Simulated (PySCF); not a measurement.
# Bond curve of AgP

Set-up: basis Ag x2c-TZVPPall, P x2c-TZVPPall; spin-free X2C with a Gaussian nucleus; PySCF 2.14. Energies in eV from Ag (4d10 5s1) + P in their ground configurations at the same level. State: ³Σ⁻ (triplet), unpaired electrons π ↑↑.

All columns are r²SCAN0. A positive dipole means Ag(−)P(+).

| R (Å) | E (eV) | μ (D) | Mulliken charge on Ag (basis-dependent) | HOMO (eV) | LUMO (eV) | Mayer bond order | ⟨S²⟩ |
| --- | --- | --- | --- | --- | --- | --- | --- |
| 2.017 | -1.014 | -3.04 | 0.27 | -6.49 | -2.42 | 1.61 | 2.01 |
| 2.111 | -1.385 | -3.14 | 0.25 | -6.46 | -2.35 | 1.47 | 2.01 |
| 2.204 | -1.579 | -3.21 | 0.24 | -6.43 | -2.28 | 1.36 | 2.01 |
| 2.275 | -1.642 | -3.25 | 0.23 | -6.39 | -2.23 | 1.29 | 2.02 |
| 2.345 | -1.653 | -3.28 | 0.23 | -6.36 | -2.21 | 1.23 | 2.02 |
| 2.415 | -1.626 | -3.31 | 0.23 | -6.31 | -2.26 | 1.18 | 2.02 |
| 2.509 | -1.546 | -3.34 | 0.23 | -6.24 | -2.33 | 1.12 | 2.03 |
| 2.626 | -1.401 | -3.36 | 0.22 | -6.15 | -2.42 | 1.06 | 2.05 |
| 2.767 | -1.193 | -3.30 | 0.21 | -6.03 | -2.52 | 0.98 | 2.09 |
| 2.955 | -0.910 | -3.00 | 0.18 | -5.88 | -2.60 | 0.83 | 2.22 |

A fit through these points gives, at Re = 2.328 Å, μ = -3.28 D and dμ/dR = -0.478 D/Å; the reduced mass is 24.02 u.

Problem. How strong is the fundamental in the double-harmonic approximation, I = 42.26·(dμ/dR)²/μred km/mol?

Solution. I = 42.26·(-0.478)²/24.02 = 0.402 km/mol at r²SCAN0.

⟨S²⟩ of the unrestricted solution departs from its pure value on part of the curve, where spin states mix. These are scalar-relativistic numbers at best; spin–orbit coupling would shift them, the dissociation energy most. With d or f electrons several states lie close, and the lowest PBE0 determinant need not be the measured ground state.
